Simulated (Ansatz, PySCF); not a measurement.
Gas-phase reaction (SMILES): OB(O)F [fluoroboronic acid] + 3 [H][H] (H2) → B (BH3) + F (HF) + 2 O (H2O); energy of full hydrogenation.

Structures are relaxed separately at B3LYP-D3(BJ)/def2-TZVP in Ansatz (a program for electronic structure), one conformer each, not searched for the lowest. Correlated levels leave the core frozen unless marked. Spin-orbit coupling is left out. No relativistic terms. CBS(X,Y): correlation extrapolated as X^-3; Hartree-Fock from the larger set. Thermal terms are rigid-rotor harmonic-oscillator values from B3LYP-D3(BJ) frequencies (Ansatz or PySCF) at 298.15 K and 1 atm. 1 Eh = 627.5095 kcal/mol.

```tsv
species	E, CCSD(T)/CBS(cc-pVTZ,cc-pVQZ) (Ansatz) (Eh)	E, wB97X-V/def2-TZVPD (Ansatz) (Eh)	H - E (Eh)	G - E (Eh)
OB(O)F	-276.30590	-276.55081	0.04166	0.01034
[H][H] (H2)	-1.17450	-1.17238	0.01336	-0.00144
B (BH3)	-26.54901	-26.60537	0.03008	0.00872
F (HF)	-100.39146	-100.45520	0.01259	-0.00713
O (H2O)	-76.37426	-76.43464	0.02495	0.00353
```

Problem. Work out ΔE and ΔH, ΔG, ΔS and the equilibrium constant at 298.15 K at the first level, then ΔH at the second.

Solution. 
1. ΔE = [(-26.54901) + (-100.39146) + 2×(-76.37426)] - [(-276.30590) + 3×(-1.17450)] = 0.14041 Eh = 88.1 kcal/mol at CCSD(T)/CBS(cc-pVTZ,cc-pVQZ).
2. The terms H - E add up to 0.01083 Eh, so ΔH = (0.14041 + (0.01083))×627.5095 = 94.9 kcal/mol.
3. The terms G - E add up to 0.00263 Eh, so ΔG = 89.8 kcal/mol, and ΔS = (0.01083 - (0.00263))×627509.5/298.15 = 17.3 cal/(mol K).
4. log10 K = -ΔG/(RT ln 10) = -65.8, with RT ln 10 = 1.3642 kcal/mol.
5. At wB97X-V/def2-TZVPD the same steps give ΔE = 86.7 and ΔH = 93.5 kcal/mol, a shift of -1.4 from the first level.
6. These values are not checked against measurement here, since the tables used lack a sound gas-phase enthalpy of formation for at least one species.
